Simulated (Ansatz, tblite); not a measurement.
Forces on cyclo-(Cl2SnNH)3 (Sn3N3Cl6H3) at its PBE-D4/def2-SVP geometry. Total charge 0; singlet.

In the def2 sets Sn takes a core potential; there is no spin–orbit coupling. The xTB rows come from tblite. Single mean-field runs in def2-TZVP are fitted with def2-universal-jkfit.

GFN2-xTB (tblite), largest force 1.12 eV/Å:

```xyz
15
positions Å, forces eV/Å
Sn   -0.768    1.891   -0.281   -0.242    1.086   -0.002
Cl   -2.318    3.285   -1.365    0.502   -0.561    0.330
Cl    0.513    3.281    1.142   -0.288   -0.401   -0.338
N    -1.786    0.432    0.735   -0.317    0.230    0.414
Sn   -0.830   -1.248    1.413   -0.276   -0.591    0.909
Cl    0.427   -0.862    3.380   -0.278   -0.052   -0.527
Cl   -2.438   -2.872    1.959    0.523    0.568   -0.282
N     0.305   -1.944   -0.143    0.263   -0.443    0.133
Sn    1.510   -0.689   -1.222    0.947   -0.275   -0.478
Cl    2.155   -1.773   -3.205   -0.315    0.362    0.659
Cl    3.502   -0.112   -0.085   -0.534   -0.119   -0.238
N     0.360    0.937   -1.699    0.278    0.346   -0.294
H    -2.355    0.850    1.488    0.351   -0.256   -0.462
H     0.820   -2.794    0.135   -0.298    0.505   -0.157
H     0.903    1.618   -2.251   -0.315   -0.399    0.333
```

PBE-D4/def2-TZVP (Ansatz), largest force 0.36 eV/Å:

```
Sn -0.028 0.116 -0.018
Cl 0.241 -0.208 0.172
Cl -0.171 -0.172 -0.185
N 0.085 0.031 0.063
Sn -0.032 -0.078 0.093
Cl -0.166 -0.053 -0.249
Cl 0.248 0.250 -0.079
N 0.045 0.081 0.053
Sn 0.084 -0.030 -0.056
Cl -0.090 0.166 0.304
Cl -0.250 -0.078 -0.153
N 0.044 -0.001 0.096
H 0.184 -0.099 -0.175
H -0.094 0.222 -0.033
H -0.101 -0.147 0.167
```

r2SCAN-D4/def2-TZVP (Ansatz), largest force 0.65 eV/Å:

```
Sn -0.070 0.074 -0.064
Cl 0.433 -0.373 0.308
Cl -0.323 -0.333 -0.354
N 0.272 0.109 0.213
Sn -0.073 -0.092 0.031
Cl -0.315 -0.101 -0.480
Cl 0.446 0.448 -0.139
N 0.201 0.186 0.214
Sn 0.019 -0.049 -0.092
Cl -0.162 0.300 0.548
Cl -0.484 -0.148 -0.290
N 0.200 0.071 0.274
H 0.330 -0.208 -0.373
H -0.230 0.443 -0.107
H -0.244 -0.325 0.309
```
